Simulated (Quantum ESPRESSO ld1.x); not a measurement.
Values are calculated unless marked as measured or tabulated.
The run below uses ld1.x (Quantum ESPRESSO 7.5).

```
 &input
    zed=20.0,
    iswitch=1,
    rel=0,
    lsd=1,
    dft='PZ',
    config='[Ne] 3s1 3p4 4f1 4s0 3d0',
    verbosity='high',
    prefix='ld1',
    max_out_wfc=37,
    file_charge='ld1.rho',
 /
```

Command: `OMP_NUM_THREADS=1 ld1.x < ld1.in > ld1.out`

Output (excerpt):

```
     Program LD1 v.7.5 starts

     --------------------------- All-electron run ----------------------------

     atomic number is 20.00
     dft =PZ   lsd =1 sic =0 latt =0  beta=0.20 tr2=1.0E-14
     Exchange-correlation= PZ
                           (   1   1   0   0   0   0   0)
     mesh =1827 r(mesh) = 100.71228 a.u. xmin = -7.00 dx = 0.00800
     1 Ry =  13.60569312 eV

     n l     nl                  e(Ry)          e(Ha)          e(eV)
     1 0     1S 1( 1.00)    -293.503429630    -146.751714815  -3993.3175941
     2 0     2S 1( 1.00)     -35.449540346     -17.724770173   -482.3155673
     2 1     2P 1( 3.00)     -29.967331663     -14.983665832   -407.7263183
     3 0     3S 1( 1.00)      -8.009102778      -4.004551389   -108.9693946
     3 1     3P 1( 3.00)      -6.555849427      -3.277924714    -89.1968755
     4 3     4F 1( 1.00)      -1.456212345      -0.728106173    -19.8127783
     4 0     4S 1( 0.00)      -2.908484276      -1.454242138    -39.5719445
     3 2     3D 1( 0.00)      -4.343804713      -2.171902357    -59.1004739
     1 0     1S 2( 1.00)    -293.409896809    -146.704948405  -3992.0450152
     2 0     2S 2( 1.00)     -35.352025910     -17.676012955   -480.9888158
     2 1     2P 2( 3.00)     -29.857301053     -14.928650527   -406.2292756
     3 0     3S 2( 0.00)      -7.618597776      -3.809298888   -103.6563034
     3 1     3P 2( 1.00)      -6.178867445      -3.089433722    -84.0677743
     4 3     4F 2( 0.00)      -1.324374089      -0.662187044    -18.0190274
     4 0     4S 2( 0.00)      -2.738905975      -1.369452987    -37.2647142
     3 2     3D 2( 0.00)      -4.003391612      -2.001695806    -54.4689177

     final scf error:  5.5E-16 reached in  19 iterations

     Etot =   -1335.436037 Ry,    -667.718018 Ha,  -18169.532902 eV
     Total magnetization:    4.00 Bohr mag.

     Ekin =    1333.611839 Ry,     666.805920 Ha,   18144.713428 eV
     Encl =   -3088.571910 Ry,   -1544.285955 Ha,  -42022.161595 eV
     Eh   =     483.729276 Ry,     241.864638 Ha,    6581.472088 eV
     Exc  =     -64.205242 Ry,     -32.102621 Ha,    -873.556823 eV
```

Run on one thread of a shared host, so times are rough (Intel(R) Xeon(R) Processor @ 2.60GHz): 0.32 s of CPU time, 1.3 s wall, 19 iterations on 1827 mesh points.
